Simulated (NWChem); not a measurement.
# C2H6O2Si; SMILES COC(=O)[SiH3]

```xyz
11

C     -0.3952    -2.3068     0.0085
O     -0.7542    -0.9102    -0.0156
C      0.2833    -0.0402    -0.0149
O      1.4466    -0.3865     0.0000
Si    -0.2631     1.8075    -0.0018
H     -1.3398    -2.8507     0.0104
H      0.1854    -2.5365     0.9059
H      0.1970    -2.5638    -0.8736
H      0.5535     2.5149    -1.0168
H      0.0451     2.3409     1.3486
H     -1.7088     1.9671    -0.2940
```
Atoms are numbered in this order, from 1.

Program: NWChem. Pople sets run with spherical d functions. All runs use the structure optimised with B3LYP/6-31G* (spherical d). Vzz is the largest principal value of the second derivative of the potential at the nucleus (NWChem prints the opposite sign); η is the asymmetry. Non-relativistic.

```csv
level,Vzz O2 (a.u.),η O2,Vzz O4 (a.u.),η O4
B3LYP/def2-SVP,1.568,0.34,-1.512,0.23
B3LYP/6-31G*,1.522,0.37,-1.485,0.16
PBE0/def2-SVP,___,0.35,-1.504,0.21
PBE0/6-31G*,1.534,0.38,-1.475,0.14
```

Some entries are withheld; supply them.


- PBE0/def2-SVP, Vzz O2 (a.u.): 1.582
